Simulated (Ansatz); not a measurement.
# Match the barriers

Saddle point of Si2H7Cl3O, closed shell (Si₂H₄Cl₂ ([SiH3][SiH]([Cl])[Cl]) + HCl + H₂O → SiHCl₃ ([Cl][SiH]([Cl])[Cl]) + SiH₄ + H₂O; bonds formed: Si1–Cl7, Si2–H8, H6–O9; bonds broken: Si1–Si2, H6–Cl7, H8–O9), PBE0-D4/def2-TZVP structure:

| atom | x (Å) | y (Å) | z (Å) |
| --- | --- | --- | --- |
| Si1 | -1.3768 | -0.1786 | -0.0686 |
| Si2 | 0.7953 | 0.4289 | -1.1795 |
| Cl3 | -1.4501 | -1.5208 | -1.7449 |
| Cl4 | -2.9058 | 1.0499 | -0.6672 |
| H5 | -1.6581 | -1.1786 | 0.9720 |
| H6 | 0.5410 | -0.0509 | 1.9932 |
| Cl7 | -0.7967 | 1.3409 | 1.6237 |
| H8 | 0.5981 | -0.4964 | 0.4052 |
| O9 | 1.0559 | -0.7985 | 1.5517 |
| H10 | 1.8176 | 1.2570 | -0.4762 |
| H11 | -0.0659 | 1.3255 | -1.9875 |
| H12 | 1.4522 | -0.6153 | -1.9974 |
| H13 | 1.9932 | -0.5629 | 1.5754 |

Computed with Ansatz 0.2.0 (basis: def2-TZVPP, with def2-QZVPP for the basis limit); correlated methods freeze the cores. Extrapolation: Hartree–Fock as exp(−7.88 √X), correlation as X^−2.97. Four methods, as single points on the PBE0-D4 structures, gave these electronic barriers from the start structure: 137.6, 152.8, 217.2, 307.1 kJ/mol.

(1) The methods were, in alphabetical order, BHLYP-D4, HF, PBE-D4, r2SCAN-D4. Which gave which? (Judge from chemistry; the calculation decides.)

The T1 diagnostic stays at or below 0.012.

Answers

(1) Computed: PBE-D4 137.6; r2SCAN-D4 152.8; BHLYP-D4 217.2; HF 307.1 kJ/mol. For comparison, CCSD(T) at an estimated basis limit (MP2 extrapolated from triple and quadruple zeta, plus CCSD(T) − MP2 in triple zeta) gives 191.0 kJ/mol.

Labels in which every atom is bracketed show which atoms are joined, not bond orders.

For scale, one of the runs: CCSD(T)/def2-TZVPP, 339 basis functions, launched by `ansatz run in.yaml --threads 4 --pin off --events-out ev --progress --plain --max-ram 66560MiB --backend cuda --devices 0, --max-vram 37GiB`. Time: 15 s of wall clock on 4 CPU threads of an AMD EPYC 7R13 and a share of one NVIDIA H100; the host was shared. Peak host memory: 0.87 GiB.
